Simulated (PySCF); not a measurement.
## Cost of excited-state runs on SMILES CC1(C)C[SiH2][AsH]C1, C5H13AsSi

Molfile (atoms numbered from 1):
```
C5H13AsSi
     RDKit          3D

 20 20  0  0  0  0  0  0  0  0999 V2000
   -0.7361    0.6738    1.2243 C   0  0  0  0  0  0  0  0  0  0  0  0
   -0.5114   -0.1374   -0.0508 C   0  0  0  0  0  0  0  0  0  0  0  0
   -1.7972   -0.9107   -0.3687 C   0  0  0  0  0  0  0  0  0  0  0  0
    0.6484   -1.1161    0.1508 C   0  0  0  0  0  0  0  0  0  0  0  0
    2.3004   -0.1570    0.1547 Si  0  0  0  0  0  4  0  0  0  0  0  0
    1.6185    1.6223   -1.1822 As  0  0  0  0  0  3  0  0  0  0  0  0
   -0.1890    0.7923   -1.2288 C   0  0  0  0  0  0  0  0  0  0  0  0
   -0.9740    0.0152    2.0575 H   0  0  0  0  0  0  0  0  0  0  0  0
    0.1561    1.2427    1.4853 H   0  0  0  0  0  0  0  0  0  0  0  0
   -1.5624    1.3710    1.0926 H   0  0  0  0  0  0  0  0  0  0  0  0
   -2.6340   -0.2274   -0.5037 H   0  0  0  0  0  0  0  0  0  0  0  0
   -1.6820   -1.4932   -1.2814 H   0  0  0  0  0  0  0  0  0  0  0  0
   -2.0416   -1.5933    0.4433 H   0  0  0  0  0  0  0  0  0  0  0  0
    0.6585   -1.8287   -0.6778 H   0  0  0  0  0  0  0  0  0  0  0  0
    0.4949   -1.6943    1.0612 H   0  0  0  0  0  0  0  0  0  0  0  0
    3.3552   -0.9975   -0.4338 H   0  0  0  0  0  0  0  0  0  0  0  0
    2.7147    0.1513    1.5328 H   0  0  0  0  0  0  0  0  0  0  0  0
    1.3585    2.5224    0.0033 H   0  0  0  0  0  0  0  0  0  0  0  0
   -0.9577    1.5665   -1.3232 H   0  0  0  0  0  0  0  0  0  0  0  0
   -0.2252    0.2086   -2.1585 H   0  0  0  0  0  0  0  0  0  0  0  0
  1  2  1  0
  2  3  1  0
  2  4  1  0
  4  5  1  0
  5  6  1  0
  6  7  1  0
  7  2  1  0
  1  8  1  0
  1  9  1  0
  1 10  1  0
  3 11  1  0
  3 12  1  0
  3 13  1  0
  4 14  1  0
  4 15  1  0
  5 16  1  0
  5 17  1  0
  6 18  1  0
  7 19  1  0
  7 20  1  0
M  END
```

PySCF with density fitting, on 1 thread of an Intel Xeon Platinum 8488C, shared host. Command: `OMP_NUM_THREADS=1 python excited_run.py task.json out`

How long does each of these runs take, and how much memory?
- magnetisability and related constants, HF/pcSseg-1; isotopologues
- magnetisability and related constants, KT3/6-31G; usual settings


```csv
run,level,basis functions,wall time,peak memory (GiB)
magnetisability and related constants,HF/pcSseg-1,215,30 s,1
magnetisability and related constants,KT3/6-31G,111,34 s,0.69
```
Times from a shared host are rough.
